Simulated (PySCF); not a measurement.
**Radial density of Hg+ (mercury, charge +1)**

UHF, [Xe] 4f14 5d10 6s1, 2S determinant. All numbers are calculated (PySCF 2.14, a scalar-relativistic core potential, in aug-cc-pVTZ-PP with ECP60MDF (6s6p5d3f2g, 88 functions)). This is the valence pseudo-density: the core potential removes the inner electrons and smooths the orbitals near the nucleus.

| r (bohr) | 4πr²ρ (e/bohr) | 4πr²(ρα − ρβ) |
| --- | --- | --- |
| 0.0457 | 1.793e-05 | 0.0000 |
| 0.0768 | 4.483e-05 | 0.0000 |
| 0.129 | 0.0002337 | 0.0000 |
| 0.217 | 0.004554 | 0.0001 |
| 0.366 | 0.2302 | 0.0049 |
| 0.615 | 6.900 | 0.0697 |
| 1.03 | 17.97 | -0.1118 |
| 1.74 | 6.240 | 0.4032 |
| 2.93 | 0.8658 | 0.3771 |
| 4.92 | 0.04353 | 0.0379 |
| 8.28 | 6.650e-05 | 0.0001 |
| 13.9 | 1.056e-05 | 0.0000 |

Energies and moments cover only the electrons outside the core potential. Spin-orbit coupling, which splits the p, d and f shells strongly at this Z, is absent.

Question: Where is the radial spin density 4πr²(ρα − ρβ) most negative, and why is it negative at all?

Answer: Around r = 1.03 bohr, down to -0.1118 e/bohr: exchange with the open shell polarises the paired shells in an unrestricted calculation.
